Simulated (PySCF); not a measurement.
PySCF job for allyl radical (C3H5), SMILES [CH2]C=C, multiplicity 2, ωB97X-D3(BJ)/def2-TZVP. 

```python
import numpy as np
from pyscf import gto, scf, dft
from pyscf.geomopt import geometric_solver

mol = gto.M(
    atom='''
    C    -0.00000000   -1.21297887   -0.19630012
    C    -0.00000000   -0.00000000    0.44532262
    C     0.00000000    1.21297887   -0.19630011
    H     0.00000000   -1.26931414   -1.27069974
    H     0.00000000   -2.13925055    0.34810128
    H     0.00000001   -0.00000000    1.52886259
    H     0.00000000    1.26931414   -1.27069975
    H    -0.00000000    2.13925055    0.34810128
    ''',
    basis='def2-TZVP',
    charge=0,
    spin=1,
    max_memory=1600,
    verbose=3,
)
mf = dft.UKS(mol, xc='wb97x-d3bj').density_fit(auxbasis='def2-universal-jkfit')
mf.grids.level = 3
mf.conv_tol = 1e-9
mf.max_cycle = 100
mf.kernel()
fine, coarse = mf.grids, dft.Grids(mol).set(level=1).build(with_non0tab=True)
for _ in range(3):  # follow internal instabilities
    mf.grids = coarse
    mo, _, stable, _ = mf.stability(return_status=True, nroots=4)
    mf.grids = fine
    if stable:
        break
    mf.kernel(mf.make_rdm1(mo, mf.mo_occ))
grad = mf.nuc_grad_method()
grad.grid_response = mol.nao <= 150
conv, mol_eq = geometric_solver.kernel(grad, convergence_set='GAU_TIGHT', maxsteps=100)
print(mol_eq.tostring(format='xyz'))
mf.reset(mol_eq)
mf.kernel()
```

Output:

```
[...]
   H   0.000000  -0.000000   1.530123   -0.000000 -0.000000  0.001260
   H  -0.000000   1.285722  -1.280042   -0.000000  0.016408 -0.009343
   H   0.000000   2.155740   0.358636    0.000000  0.016489  0.010535
converged SCF energy = -117.360746625998  <S^2> = 0.79310026  2S+1 = 2.0426456
--------------- DFUKS_Scanner gradients ---------------
         x                y                z
0 C     0.0000000001    -0.0012592653     0.0011345119
1 C    -0.0000000001    -0.0000000006    -0.0016893941
2 C     0.0000000001     0.0012592721     0.0011345142
3 H    -0.0000000000     0.0000610878    -0.0001760990
4 H    -0.0000000000    -0.0005550589    -0.0001221817
5 H     0.0000000000     0.0000000011     0.0000169308
6 H    -0.0000000000    -0.0000610893    -0.0001760986
7 H    -0.0000000000     0.0005550612    -0.0001221831
----------------------------------------------
cycle 2: E = -117.360746626  dE = -0.000348202  norm(grad) = 0.00305215
Step    1 : Displace = 1.500e-02/1.957e-02 (rms/max) Trust = 1.000e-01 (=) Grad = 1.079e-03/1.695e-03 (rms/max) E (change) = -117.3607466260 (-3.482e-04) Quality = 0.864
Hessian Eigenvalues: 2.30000e-02 2.30000e-02 2.59378e-02 ... 3.78195e-01 5.05517e-01 5.50445e-01

Geometry optimization cycle 3
Cartesian coordinates (Angstrom)
 Atom        New coordinates             dX        dY        dZ
   C   0.000000  -1.214783  -0.198545   -0.000000  0.010609 -0.002170
   C   0.000000  -0.000000   0.459771    0.000000 -0.000000  0.017944
   C   0.000000   1.214783  -0.198545   -0.000000 -0.010609 -0.002170
   H  -0.000000  -1.263431  -1.283742   -0.000000  0.022291 -0.003699
   H   0.000000  -2.151784   0.346281    0.000000  0.003956 -0.012355
   H   0.000000  -0.000000   1.548628   -0.000000 -0.000000  0.018506
   H  -0.000000   1.263431  -1.283742   -0.000000 -0.022291 -0.003699
   H   0.000000   2.151784   0.346281    0.000000 -0.003956 -0.012355
converged SCF energy = -117.360693814877  <S^2> = 0.79288425  2S+1 = 2.0424341
--------------- DFUKS_Scanner gradients ---------------
         x                y                z
0 C     0.0000000000     0.0019157424    -0.0020260289
1 C     0.0000000001     0.0000000012     0.0042905672
2 C     0.0000000000    -0.0019157504    -0.0020260284
3 H    -0.0000000000    -0.0005580211    -0.0011227844
4 H    -0.0000000000    -0.0002900057     0.0004660378
5 H    -0.0000000000     0.0000000005     0.0010749773
6 H    -0.0000000000     0.0005580260    -0.0011227824
7 H    -0.0000000000     0.0002900078     0.0004660380
----------------------------------------------
cycle 3: E = -117.360693815  dE = 5.28111e-05  norm(grad) = 0.00623386
Step    2 : Displace = 1.680e-02/2.260e-02 (rms/max) Trust = 1.414e-01 (+) Grad = 2.204e-03/4.291e-03 (rms/max) E (change) = -117.3606938149 (+5.281e-05) Quality = -0.956
Hessian Eigenvalues: 2.30000e-02 2.30000e-02 2.59378e-02 ... 4.78721e-01 5.05517e-01 5.91638e-01

Geometry optimization cycle 4
Cartesian coordinates (Angstrom)
 Atom        New coordinates             dX        dY        dZ
   C   0.000000  -1.219894  -0.197431   -0.000000 -0.005111  0.001114
   C   0.000000  -0.000000   0.449910   -0.000000  0.000000 -0.009861
   C   0.000000   1.219894  -0.197431   -0.000000  0.005111  0.001114
   H  -0.000000  -1.273762  -1.281331    0.000000 -0.010331  0.002411
   H   0.000000  -2.152790   0.353007    0.000000 -0.001006  0.006726
   H   0.000000  -0.000000   1.537987    0.000000  0.000000 -0.010641
   H  -0.000000   1.273762  -1.281331    0.000000  0.010331  0.002411
   H   0.000000   2.152790   0.353007    0.000000  0.001006  0.006726
converged SCF energy = -117.36076619517  <S^2> = 0.79285312  2S+1 = 2.0424036
--------------- DFUKS_Scanner gradients ---------------
         x                y                z
0 C     0.0000000000     0.0003782601    -0.0003376991
1 C     0.0000000001     0.0000000038     0.0007921495
2 C     0.0000000000    -0.0003782624    -0.0003377018
3 H    -0.0000000000    -0.0000880217    -0.0002448034
4 H    -0.0000000000    -0.0001443796     0.0001023346
5 H    -0.0000000000     0.0000000011     0.0001681824
6 H    -0.0000000000     0.0000880247    -0.0002448008
7 H    -0.0000000000     0.0001443768     0.0001023320
----------------------------------------------
cycle 4: E = -117.360766195  dE = -7.23803e-05  norm(grad) = 0.00116962
Step    3 : Displace = 8.535e-03/1.064e-02 (rms/max) Trust = 8.398e-03 (-) Grad = 4.135e-04/7.921e-04 (rms/max) E (change) = -117.3607661952 (-7.238e-05) Quality = 0.990
Hessian Eigenvalues: 2.30000e-02 2.30000e-02 2.59378e-02 ... 4.86695e-01 5.05517e-01 5.89104e-01

Geometry optimization cycle 5
Cartesian coordinates (Angstrom)
 Atom        New coordinates             dX        dY        dZ
   C   0.000000  -1.221140  -0.197353   -0.000000 -0.001246  0.000078
   C   0.000000  -0.000000   0.447214   -0.000000 -0.000000 -0.002696
   C   0.000000   1.221140  -0.197353   -0.000000  0.001246  0.000078
   H  -0.000000  -1.277515  -1.280815    0.000000 -0.003753  0.000515
   H   0.000000  -2.152436   0.355173    0.000000  0.000355  0.002165
   H   0.000000  -0.000000   1.535165    0.000000 -0.000000 -0.002822
   H  -0.000000   1.277515  -1.280815    0.000000  0.003753  0.000516
   H   0.000000   2.152435   0.355173    0.000000 -0.000355  0.002166
converged SCF energy = -117.360768825688  <S^2> = 0.79283913  2S+1 = 2.0423899
--------------- DFUKS_Scanner gradients ---------------
         x                y                z
0 C     0.0000000000     0.0000472003    -0.0000001241
1 C    -0.0000000000    -0.0000000033     0.0000426902
2 C     0.0000000000    -0.0000472012    -0.0000001219
3 H    -0.0000000000    -0.0000487519    -0.0000039315
4 H    -0.0000000000     0.0000105606    -0.0000166560
5 H     0.0000000000     0.0000000001    -0.0000012661
6 H    -0.0000000000     0.0000487484    -0.0000039355
7 H    -0.0000000000    -0.0000105536    -0.0000166521
----------------------------------------------
cycle 5: E = -117.360768826  dE = -2.63052e-06  norm(grad) = 0.000108819
Step    4 : Displace = 2.662e-03/3.788e-03 (rms/max) Trust = 1.188e-02 (+) Grad = 3.847e-05/4.891e-05 (rms/max) E (change) = -117.3607688257 (-2.631e-06) Quality = 0.976
Hessian Eigenvalues: 2.30000e-02 2.30000e-02 2.59378e-02 ... 4.79017e-01 5.05517e-01 5.76245e-01

Geometry optimization cycle 6
Cartesian coordinates (Angstrom)
 Atom        New coordinates             dX        dY        dZ
   C   0.000000  -1.221047  -0.197243   -0.000000  0.000093  0.000110
   C   0.000000  -0.000000   0.447483   -0.000000  0.000000  0.000269
   C   0.000000   1.221047  -0.197243   -0.000000 -0.000093  0.000110
   H  -0.000000  -1.276123  -1.280756    0.000000  0.001392  0.000059
   H   0.000000  -2.152685   0.354735   -0.000000 -0.000249 -0.000437
   H   0.000000  -0.000000   1.535434    0.000000  0.000000  0.000269
   H  -0.000000   1.276123  -1.280756    0.000000 -0.001392  0.000059
   H   0.000000   2.152684   0.354736   -0.000000  0.000249 -0.000437
converged SCF energy = -117.360768825728  <S^2> = 0.79283207  2S+1 = 2.042383
--------------- DFUKS_Scanner gradients ---------------
         x                y                z
0 C     0.0000000000    -0.0000320885     0.0000347221
1 C    -0.0000000000     0.0000000050    -0.0000828343
2 C     0.0000000000     0.0000320914     0.0000347219
3 H     0.0000000000     0.0000441068     0.0000105619
4 H     0.0000000000    -0.0000113869    -0.0000005545
5 H     0.0000000000     0.0000000002    -0.0000066241
6 H     0.0000000000    -0.0000441026     0.0000105643
7 H     0.0000000000     0.0000113829    -0.0000005578
----------------------------------------------
cycle 6: E = -117.360768826  dE = -4.01457e-11  norm(grad) = 0.000125498
Step    5 : Displace = 7.561e-04/1.393e-03 (rms/max) Trust = 1.680e-02 (+) Grad = 4.437e-05/8.283e-05 (rms/max) E (change) = -117.3607688257 (-4.015e-11) Quality = 0.000
Hessian Eigenvalues: 2.30000e-02 2.30000e-02 2.59378e-02 ... 4.95320e-01 5.05517e-01 5.78569e-01

Geometry optimization cycle 7
Cartesian coordinates (Angstrom)
 Atom        New coordinates             dX        dY        dZ
   C   0.000000  -1.221091  -0.197312    0.000000 -0.000044 -0.000069
   C   0.000000  -0.000000   0.447363    0.000000 -0.000000 -0.000119
   C   0.000000   1.221091  -0.197312    0.000000  0.000044 -0.000069
   H  -0.000000  -1.276800  -1.280805   -0.000000 -0.000677 -0.000049
   H   0.000000  -2.152547   0.354971   -0.000000  0.000137  0.000235
   H   0.000000  -0.000000   1.535318   -0.000000 -0.000000 -0.000115
   H  -0.000000   1.276800  -1.280805   -0.000000  0.000677 -0.000049
   H   0.000000   2.152547   0.354971   -0.000000 -0.000137  0.000235
converged SCF energy = -117.360768877784  <S^2> = 0.7928361  2S+1 = 2.0423869
--------------- DFUKS_Scanner gradients ---------------
         x                y                z
0 C     0.0000000000     0.0000036758     0.0000042530
1 C     0.0000000000    -0.0000000017    -0.0000034125
2 C     0.0000000000    -0.0000036754     0.0000042519
3 H    -0.0000000000    -0.0000013021    -0.0000007804
4 H    -0.0000000000    -0.0000016163    -0.0000016874
5 H    -0.0000000000    -0.0000000001    -0.0000001560
6 H    -0.0000000000     0.0000013040    -0.0000007832
7 H    -0.0000000000     0.0000016207    -0.0000016861
----------------------------------------------
cycle 7: E = -117.360768878  dE = -5.20559e-08  norm(grad) = 9.50813e-06
Step    6 : Displace = 3.727e-04/6.788e-04 (rms/max) Trust = 3.780e-04 (-) Grad = 3.362e-06/5.621e-06 (rms/max) E (change) = -117.3607688778 (-5.206e-08) Quality = 0.994
Hessian Eigenvalues: 2.30000e-02 2.30000e-02 2.59378e-02 ... 4.90922e-01 5.05517e-01 5.78338e-01

Geometry optimization cycle 8
Cartesian coordinates (Angstrom)
 Atom        New coordinates             dX        dY        dZ
   C   0.000000  -1.221092  -0.197316   -0.000000 -0.000001 -0.000004
   C   0.000000  -0.000000   0.447362   -0.000000 -0.000000 -0.000001
   C   0.000000   1.221092  -0.197316   -0.000000  0.000001 -0.000004
   H  -0.000000  -1.276796  -1.280808   -0.000000  0.000004 -0.000003
   H   0.000000  -2.152541   0.354978    0.000000  0.000006  0.000007
   H   0.000000  -0.000000   1.535318   -0.000000 -0.000000 -0.000001
   H  -0.000000   1.276795  -1.280808   -0.000000 -0.000004 -0.000003
   H   0.000000   2.152540   0.354978    0.000000 -0.000007  0.000007
converged SCF energy = -117.360768877908  <S^2> = 0.79283663  2S+1 = 2.0423875
--------------- DFUKS_Scanner gradients ---------------
         x                y                z
0 C     0.0000000000     0.0000026822     0.0000021655
1 C    -0.0000000000    -0.0000000006    -0.0000005440
2 C     0.0000000000    -0.0000026907     0.0000021702
3 H    -0.0000000000    -0.0000005111    -0.0000006470
4 H     0.0000000000    -0.0000007207    -0.0000006660
5 H     0.0000000000     0.0000000015    -0.0000011626
6 H    -0.0000000000     0.0000005109    -0.0000006437
7 H     0.0000000000     0.0000007175    -0.0000006677
----------------------------------------------
cycle 8: E = -117.360768878  dE = -1.2453e-10  norm(grad) = 5.36282e-06
Step    7 : Displace = 5.723e-06/9.582e-06 (rms/max) Trust = 5.346e-04 (+) Grad = 1.896e-06/3.457e-06 (rms/max) E (change) = -117.3607688779 (-1.245e-10) Quality = 1.579
Hessian Eigenvalues: 2.30000e-02 2.30000e-02 2.59378e-02 ... 4.90922e-01 5.05517e-01 5.78338e-01
Converged! =D

8
XYZ from PySCF
C           0.00000000       -1.22109204       -0.19731570
C           0.00000000       -0.00000023        0.44736233
C           0.00000000        1.22109165       -0.19731556
H          -0.00000000       -1.27679566       -1.28080808
H           0.00000000       -2.15254092        0.35497777
H           0.00000001       -0.00000029        1.53531762
H          -0.00000000        1.27679540       -1.28080792
H           0.00000000        2.15254047        0.35497802
converged SCF energy = -117.360768877919  <S^2> = 0.79283662  2S+1 = 2.0423874
```

The calculation finished and met its thresholds.
